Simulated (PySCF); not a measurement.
F₃Si, SMILES F[Si](F)F, multiplicity 2.

Geometry optimised at r2SCAN-D4/def2-TZVP. The isomer is the one that the SMILES or the coordinates give; other isomers of the formula were not compared.

Two levels are set side by side: PBE/def2-TZVPD (PySCF) and ωB97X/def2-TZVPD (PySCF). Same geometry, gas phase. Differences are taken from unrounded values.

```csv
quantity,ωB97X
α-spin orbital gap (eV),12.24
β-spin orbital gap (eV),12.65
dipole moment (D),1.15
mean polarisability (bohr³),26.2
```

Task: What does PBE give, and how far is it from ωB97X? (The exact figures need the calculation; the answer reports its results.)

Result: 
```
quantity                      PBE  PBE minus ωB97X
---------------------------  ----  ---------------
α-spin orbital gap (eV)      6.16            -6.08
β-spin orbital gap (eV)      5.89            -6.76
dipole moment (D)            1.03            -0.12
mean polarisability (bohr³)  28.2              2.0
```

PBE's more diffuse valence density responds more strongly to a field. Differences between two approximate levels are no errors against the true value.

Rough cost on one machine, each run with all the roots and properties that it gave: ωB97X against PBE within a factor of 2.
